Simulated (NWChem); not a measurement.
Molecule: BeSiH$_{3}$I; SMILES [SiH3][Be][I]

```xyz
6

Be    -0.0002    -1.0385     0.0025
I      0.0000     1.1411     0.0000
Si     0.0000    -3.2157    -0.0002
H     -1.1620    -3.7667    -0.7700
H     -0.0841    -3.7727     1.3887
H      1.2467    -3.7664    -0.6240
```
Atoms are numbered in this order, from 1.

Results from NWChem. Pople sets run with spherical d functions. The geometry was optimised at PBE0/def2-SVP (def2 core potentials past Kr).

**Question.** Order these by “orbital gap (eV)”, lowest first: TPSS/3-21G, non-relativistic; TPSS/6-311G**, non-relativistic; TPSS/STO-3G, non-relativistic.

**Answer.** TPSS/6-311G**, non-relativistic (5.14), TPSS/3-21G, non-relativistic (5.23), TPSS/STO-3G, non-relativistic (5.86)
